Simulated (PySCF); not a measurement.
## Radial density of Kr²⁺ (krypton, charge +2)

UHF, [Ar] 3d10 4s2 4p4, high-spin 3P determinant. Computed with PySCF 2.14 in cc-pVTZ-PP with ECP10MDF, with a scalar-relativistic core potential. This is the valence pseudo-density: the core potential removes the inner electrons and smooths the orbitals near the nucleus.

| r (bohr) | 4πr²ρ (e/bohr) | 4πr²(ρα − ρβ) |
| --- | --- | --- |
| 0.000574 | 5.705e-05 | 0.0000 |
| 0.000966 | 0.0001610 | 0.0000 |
| 0.00162 | 0.0004520 | 0.0000 |
| 0.00273 | 0.001252 | 0.0000 |
| 0.00460 | 0.003349 | 0.0000 |
| 0.00773 | 0.008246 | 0.0000 |
| 0.0130 | 0.01774 | 0.0000 |
| 0.0219 | 0.03367 | 0.0000 |
| 0.0368 | 0.05650 | 0.0001 |
| 0.0619 | 0.1598 | 0.0003 |
| 0.104 | 1.085 | 0.0013 |
| 0.175 | 6.627 | 0.0203 |
| 0.295 | 24.78 | 0.1944 |
| 0.495 | 35.06 | 0.1799 |
| 0.833 | 11.07 | 0.2197 |
| 1.40 | 5.044 | 1.4658 |
| 2.36 | 1.571 | 0.5874 |
| 3.97 | 0.05005 | 0.0172 |
| 6.67 | 0.0007186 | 0.0003 |

Energies and moments cover only the electrons outside the core potential.
